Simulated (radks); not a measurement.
Spherical quantum dot in the effective-mass picture: electrons in a hard-walled sphere of radius 1.53, with a point charge +2 (a donor) at the centre, all in effective atomic units (hartree* = m*/eps^2 hartree, bohr* = eps/m* bohr), one dielectric constant everywhere. Method: non-relativistic Kohn-Sham, PBEsol, spin-polarised, spherical densities; computed with a radial shooting solver with Libxc functionals. Levels are named by radial order and angular momentum (1s, 1p, 1d, 2s, ...), and open shells are averaged over m.

N = 2, configuration 1s2. This is the lowest configuration that the search found. Occupied and some empty levels:

level  occupation  eigenvalue (hartree*)  <r> (bohr*)
1s              2                0.30143       0.6198
1p              0                 3.4762       0.8712
2s              0                 6.0064       0.7860
1d              0                 6.4796       0.9762

Energy (hartree*): total -1.89328, kinetic 5.4482, external -8.8431, Hartree 2.9172, exchange-correlation -1.4156.
